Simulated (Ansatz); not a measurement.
Sn12O20F12H6²⁺ (started as a model of: [(RSn)12O14(OH)6]2+, R = F), relaxed as a singlet with RKS r2SCAN-D4/def2-SVP in Ansatz, starting from the GFN1-xTB geometry. Force threshold 0.03 eV/Å.

In the def2 sets Sn takes a core potential; there is no spin–orbit coupling. Single mean-field runs in def2-SVP are fitted with def2-universal-jkfit.

Start:

```xyz
50

Sn    2.123    2.331    0.214
Sn   -0.227    2.299    2.165
Sn   -0.692    2.982   -0.776
Sn   -1.106   -0.603    2.744
Sn   -1.893    0.560   -2.272
Sn    2.905   -0.545   -0.590
Sn    1.104    0.602   -2.745
Sn    1.892   -0.561    2.272
Sn   -2.906    0.548    0.590
Sn   -2.126   -2.331   -0.213
Sn    0.224   -2.299   -2.164
Sn    0.690   -2.982    0.776
O     0.246    1.560    0.333
O     2.452    1.258   -1.476
O     2.867    0.663    1.085
O     0.525    0.629    3.030
O    -1.928    1.196    2.167
O    -0.338    1.901   -2.454
O    -2.388    1.874   -0.761
O     0.338   -1.903    2.455
O    -2.455   -1.257    1.475
O    -0.527   -0.630   -3.033
O    -2.869   -0.662   -1.084
O     1.926   -1.197   -2.164
O     2.384   -1.872    0.757
O    -0.249   -1.560   -0.333
O     1.615    3.149    2.007
O     1.167    3.808   -0.810
O    -1.087    3.773    1.057
O    -1.620   -3.144   -2.008
O    -1.170   -3.807    0.811
O     1.080   -3.776   -1.057
F     3.749    3.194    0.153
F    -0.596    3.130    3.766
F    -1.456    4.394   -1.677
F    -1.762   -0.904    4.423
F    -3.030    0.987   -3.637
F     4.682   -0.799   -0.931
F     1.765    0.899   -4.422
F     3.032   -0.988    3.634
F    -4.682    0.805    0.932
F    -3.752   -3.190   -0.151
F     0.597   -3.132   -3.762
F     1.456   -4.393    1.674
H     2.126    3.662    2.631
H     1.510    4.555   -1.298
H    -1.604    4.534    1.315
H    -2.120   -3.683   -2.618
H    -1.510   -4.566    1.281
H     1.635   -4.510   -1.314
```

| step | energy (eV) | largest force component (eV/Å) | SCF passes |
| --- | --- | --- | --- |
| 1 | -143566.7838 | 2.591 | 22 |
| 2 | -143572.8558 | 0.978 | 27 |
| 3 | -143573.7523 | 0.225 | 27 |
| 4 | -143573.8100 | 0.104 | 21 |
| 5 | -143573.8154 | 0.025 | 21 |

Force components are those of the run's own axes.

End:

Cartesian coordinates in Å:
```
Sn 2.302 2.501 0.220
Sn -0.251 2.463 2.339
Sn -0.757 3.209 -0.854
Sn -1.176 -0.656 2.916
Sn -2.021 0.591 -2.425
Sn 3.093 -0.593 -0.628
Sn 1.176 0.656 -2.916
Sn 2.022 -0.591 2.425
Sn -3.093 0.593 0.628
Sn -2.302 -2.501 -0.220
Sn 0.251 -2.463 -2.339
Sn 0.757 -3.209 0.854
O 0.297 1.876 0.392
O 2.488 1.241 -1.457
O 2.885 0.655 1.050
O 0.489 0.620 3.038
O -1.911 1.175 2.195
O -0.382 1.905 -2.465
O -2.386 1.875 -0.802
O 0.382 -1.905 2.465
O -2.488 -1.241 1.457
O -0.489 -0.620 -3.039
O -2.885 -0.655 -1.050
O 1.911 -1.175 -2.195
O 2.386 -1.875 0.802
O -0.297 -1.876 -0.392
O 1.705 3.194 2.111
O 1.225 3.900 -0.917
O -1.195 3.865 1.092
O -1.705 -3.194 -2.111
O -1.226 -3.900 0.917
O 1.195 -3.865 -1.092
F 3.985 3.399 0.163
F -0.633 3.329 3.997
F -1.547 4.679 -1.779
F -1.874 -1.069 4.630
F -3.218 0.915 -3.859
F 4.914 -0.968 -1.003
F 1.874 1.069 -4.630
F 3.219 -0.915 3.859
F -4.914 0.968 1.003
F -3.985 -3.399 -0.163
F 0.633 -3.329 -3.997
F 1.547 -4.679 1.779
H 2.207 3.758 2.726
H 1.563 4.709 -1.345
H -1.692 4.660 1.357
H -2.207 -3.758 -2.726
H -1.563 -4.709 1.345
H 1.691 -4.661 -1.357
```

By distances, no bond broke or formed. The bond that changes most is Sn6–O25, from 1.96 to 2.05 Å (atoms count from 1).

No frequencies were taken in this run, so the end may be a saddle point.

Hardware: 11 threads of AMD EPYC 7R13 on a shared host and a whole NVIDIA H100 80GB HBM3. Wall time 23 s, peak host memory 1.5 GiB.
